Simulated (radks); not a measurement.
All-electron atom: Ir I in [Xe] 4f14 5d7 6s2 (the NIST ground configuration).

Method: scalar-relativistic Kohn-Sham, r2SCAN, spin-unpolarised, spherical densities, finite nucleus; meta-GGA in the generalised Kohn-Sham scheme; Fermi nuclear charge, rms radius 5.4032 fm; hard spherical wall at 1.5 bohr; computed with a radial shooting solver on a logarithmic mesh with Libxc functionals.

Energy parts (eV):
total: -483401.41
kinetic: 544863.47
electron-nucleus: -1218038.50
Hartree: 199489.81
exchange-correlation: -9716.19

Orbitals (lengths in bohr, moments of r in powers of bohr; r(max) is where P^2 peaks):
orbital,occ.,eigenvalue (eV),r(max)
1s,2,-76015.00,0.01082
2s,2,-13182.27,0.06229
2p,6,-11427.00,0.05139
3s,2,-2973.218,0.1756
3p,6,-2457.945,0.1746
3d,10,-1887.844,0.1425
4s,2,-528.0821,0.3986
4p,6,-360.0029,0.4195
4d,10,-152.5478,0.4305
4f,14,76.7232,0.4080
5s,2,27.1758,0.8928
5p,6,82.4937,0.9542
5d,7,162.9337,1.017
5f,0,264.0584,1.072
6s,2,360.4748,1.204
6p,0,426.8997,1.220
7s,0,873.3614,1.303

The highest occupied level is 6s at 360.47 eV. The configuration is held as typed, so some empty levels lie below it. The pressure on the wall is 185000 GPa.
